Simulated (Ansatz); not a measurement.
Relaxation of CH4BNS (8 atoms, charge 0, multiplicity 1), to a largest force component of 0.015 eV/Å in at most 40 steps.

Theory: Ansatz 0.2.0, RKS PBE-D4/def2-SVP.

```xyz
8
Properties=species:S:1:pos:R:3
N -0.215 1.589 -0.058
B 0.047 0.173 -0.360
C 0.553 -1.160 0.247
S -0.572 -1.608 -0.863
H -0.707 2.015 -0.949
H -0.991 1.658 0.679
H 1.636 -1.431 -0.067
H 0.340 -1.293 1.316
```

Task: Where does it end, and by what steps?

Result: The forces met the threshold. After 10 steps the energy has fallen by 2.081 eV; H6 moved furthest, 0.90 Å.

| step | energy less start (eV) | largest force component (eV/Å) | accepted |
| --- | --- | --- | --- |
| 0 | 0.0000 | 5.620 | yes |
| 1 | -1.0702 | 2.729 | yes |
| 2 | -1.6763 | 1.687 | yes |
| 3 | -1.8917 | 1.169 | yes |
| 4 | -2.0006 | 1.057 | yes |
| 5 | -2.0630 | 0.362 | yes |
| 6 | -2.0655 | 0.277 | yes |
| 7 | -2.0797 | 0.128 | yes |
| 8 | -2.0807 | 0.056 | yes |
| 9 | -2.0811 | 0.054 | yes |
| 10 | -2.0812 | 0.007 | yes |

```xyz
8
Properties=species:S:1:pos:R:3
N -0.507 1.414 -0.177
B -0.175 0.065 -0.252
C 0.586 -1.118 0.377
S -0.405 -1.420 -1.217
H -1.102 1.879 -0.862
H -0.175 2.021 0.571
H 1.678 -1.237 0.250
H 0.191 -1.660 1.255
```

Time of the run: 31 s on 1 thread of Arm Neoverse V1, with other jobs on the host, peak memory 0.14 GiB.
